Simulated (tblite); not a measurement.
C5H12OSi2.
Structure used (GFN2-xTB), in Å, numbered top down from 1:
```xyz
20
C5H12OSi2 angstrom
C      2.0585   -0.7266    1.4035
C      1.7130    0.1554    0.4758
C      2.7221    0.7625   -0.4493
Si    -0.0604    0.7298    0.2386
C     -0.9122    0.0237   -1.3191
C     -2.3729   -0.2627   -0.9406
Si    -2.4147   -0.6886    0.9191
O     -1.0286    0.0495    1.3774
H      3.0798   -1.0540    1.5361
H      1.3271   -1.1508    2.0700
H      2.7351    1.8438   -0.3230
H      3.7207    0.3736   -0.2606
H      2.4547    0.5591   -1.4850
H     -0.2197    2.1816    0.3751
H     -0.8590    0.6724   -2.1933
H     -0.4250   -0.9137   -1.5978
H     -2.9650    0.6390   -1.1096
H     -2.7971   -1.0327   -1.5849
H     -3.4942   -0.0390    1.6525
H     -2.2674   -2.1116    1.2121
```

All values are computed: GFN2-xTB (tblite) harmonic vibrations without scaling, gas phase. This tight-binding method is rough: wavenumbers can miss measured ones by several per cent, in bad cases by 10 to 20. Modes of hydrogen on silicon can be 10 to 20 % off. One conformer, not necessarily the lowest.

Harmonic wavenumbers (cm⁻¹): 36.9, 60.8, 94.0, 139.9, 142.8, 188.1, 253.8, 335.5, 377.8, 392.0, 411.8, 481.7, 577.1, 597.6, 626.7, 645.3, 673.9, 689.1, 691.1, 743.9, 765.0, 777.5, 799.8, 819.4, 913.3, 929.1, 967.4, 1015.4, 1040.5, 1043.3, 1061.1, 1135.1, 1230.1, 1262.3, 1275.4, 1397.6, 1416.7, 1478.4, 1483.0, 1492.7, 1494.3, 1687.3, 2230.0, 2275.3, 2303.2, 2952.6, 2967.0, 2983.7, 2993.3, 3005.4, 3019.7, 3024.1, 3060.1, 3118.4.

A = 2846, B = 933.5, C = 787.4 MHz; mass 144.043 u (most abundant isotopes); point group C1, symmetry number 1.

Q: Zero-point energy?

A: Half the sum of the wavenumbers: 33789 cm⁻¹ = 96.61 kcal/mol.

Q: What is S at 500 K and 1 bar for an ideal gas of classical rigid rotors and harmonic oscillators?

A: Translation 43.40, rotation 30.96, vibration 55.55: S = 129.9 cal/(mol K).

Q: And Cp and H(500 K) − H(0)?

A: Cp = 62.35 cal/(mol K), of which vibrations give 54.40 (their classical limit is 54 R = 107.3); H(500 K) − H(0) = 18.20 kcal/mol without the zero-point energy, 14.23 from vibrations.

Q: What must be added to the electronic energy to get the Gibbs energy at 500 K and 1 bar?

A: ZPE + [H(500 K) − H(0)] − T·S = 96.61 + 18.20 − 64.95 = 49.86 kcal/mol.

Q: Blend soft modes into free rotors: weight 1/[1 + (100 cm⁻¹/ν̃)⁴] for the oscillator and the rest for a rotor with moment μB/(μ + B), μ = h/(8π²ν), B = 10⁻⁴⁴ kg m². What vibrational entropy results?

A: 51.11 cal/(mol K) in place of 55.55, which changes −T·S at 500 K by +2.22 kcal/mol.

Q: How do the functions run with temperature in this model?

A: 
| T (K) | S (cal/(mol K)) | Cp (cal/(mol K)) | H − H(0) (kcal/mol) | G − H(0) (kcal/mol) | ln q(vib) |
| --- | --- | --- | --- | --- | --- |
| 100 | 71.5 | 19.4 | 1.37 | -5.78 | 2.12 |
| 200 | 88.3 | 30.8 | 3.86 | -13.81 | 4.98 |
| 300 | 103.1 | 42.9 | 7.55 | -23.39 | 7.85 |
| 800 | 163.5 | 80.3 | 39.84 | -90.94 | 21.90 |
| 1000 | 182.3 | 88.0 | 56.71 | -125.56 | 26.99 |

q(vib) and H(0) count from the zero-point level.

Hindered rotation and anharmonicity are outside this model. Other conformers, if any are populated, would add a mixing term that is left out. The structure is chiral; the term R ln 2 for an equal mix with its mirror image is left out.

Time: 0.81 s of wall time. Hardware: an Arm Neoverse V2 with one thread, shared host. This covers the Hessian and the dipole derivatives.
